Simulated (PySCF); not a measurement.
**Working with the constants of InI⁺**

UHF-CCSD(T) constants of InI⁺, ²Π (doublet), unpaired electrons π ↑ (In cc-pVDZ-PP with ECP28, I cc-pVDZ-PP with ECP28; scalar-relativistic core potentials (PySCF 2.14); masses 114.9039 and 126.9045 u):

| Property | Result |
| --- | --- |
| ωe | 66.7 cm⁻¹ |
| ωexe | 0.425 cm⁻¹ |
| Be | 0.02312 cm⁻¹ |
| αe | 0.000159 cm⁻¹ |
| D (centrifugal) | 1.11e-08 cm⁻¹ |
| De to In⁺ + I | 0.358 eV |

Give the vibrational terms G(v) and spacings up to v = 6.

G(v) = ωe(v+½) − ωexe(v+½)².

| v | G(v) (cm⁻¹) | G(v) − G(v−1) | Bv (cm⁻¹) |
| --- | --- | --- | --- |
| 0 | 33.2 |  | 0.02304 |
| 1 | 99.1 | 65.9 | 0.02288 |
| 2 | 164.1 | 65.0 | 0.02272 |
| 3 | 228.2 | 64.2 | 0.02256 |
| 4 | 291.5 | 63.3 | 0.02240 |
| 5 | 354.0 | 62.4 | 0.02225 |
| 6 | 415.6 | 61.6 | 0.02209 |

How well does the Morse estimate ωe²/(4ωexe) reproduce De, and what is D0?

It gives 0.324 eV, 91 % of the computed De. D0 = De − G(0) = 0.358 − 0.004 = 0.354 eV.

Correlated steps freeze 8 core orbitals. The bond is weak. Basis-set superposition, not corrected here, can be much of De in a small basis, most of all at correlated wavefunction levels. These are scalar-relativistic numbers at best; spin–orbit coupling would shift them, the dissociation energy most. For an ion De counts to the pair picked by the measured ionisation energies or electron affinities, which need not be the lowest pair at this level. The state is the lowest determinant that a PBE0 search found; another state may lie lower at other levels.
